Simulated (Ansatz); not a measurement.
`[OH][Sn][F]` + dimethylamine → `C[N](C)[Sn][F]` + H₂O at 500 K and 1 bar (ligand exchange at the Sn–O bond).

Isolated molecules relaxed with PBE0-D4/def2-TZVP in Ansatz; ΔE leaves out vibrations. CCSD(T)/CBS adds triple-zeta CCSD(T) − MP2 to the extrapolated MP2 energy (def2 sets, frozen cores). This one scheme is used for every species. Elements past krypton have def2 core potentials. For Sn outer-core shells are correlated without core-valence functions, which leaves a few kJ/mol of doubt a bond. Each species was taken in one conformer, which may not be the lowest.

```csv
species,CCSD(T)/CBS energy (Eh),H − E (kJ/mol),S (J/(mol·K))
`[OH][Sn][F]`,-389.66871,64.5,325.7
`CNC`,-135.00321,273.8,313.8
`C[N](C)[Sn][F]`,-448.28993,264.6,418.1
H₂O,-76.37941,73.2,206.3
```

H − E and S are ideal-gas, rigid-rotor, harmonic terms from PBE0-D4/def2-TZVP, for one conformer and one mirror image of each species. 1 Eh = 2625.50 kJ/mol, R = 8.31446 J/(mol·K).

By hand: ΔE, ΔH, ΔS and ΔG.

ΔE = (-448.28993) + (-76.37941) − (-389.66871) − (-135.00321) = 0.00258 Eh = 6.8 kJ/mol. Δ(H − E) = 264.6 + 73.2 − 64.5 − 273.8 = -0.5, so ΔH = 6.3 kJ/mol. ΔS = 418.1 + 206.3 − 325.7 − 313.8 = -15.1 J/(mol·K). ΔG = 6.3 − 500 × (-15.1)/1000 = 13.8 kJ/mol.

By hand: the equilibrium constant, and the temperature at which ΔG would vanish if ΔH and ΔS stayed fixed.

log₁₀ K = −ΔG/(RT ln 10) = -1.4. ΔH and −TΔS have one sign here, so there is no such temperature.

TΔS isn't small against ΔH here. A doubt of 5 kJ/mol in ΔE shifts log₁₀ K by 0.5 here. Other conformers and mirror images would add mixing entropy, several J/(mol·K) or more a flexible species. These are equilibria of isolated gas molecules and say nothing of rates. Largest T1 diagnostic: 0.018 (customary marks: 0.02 for closed shells, 0.045 for open ones).
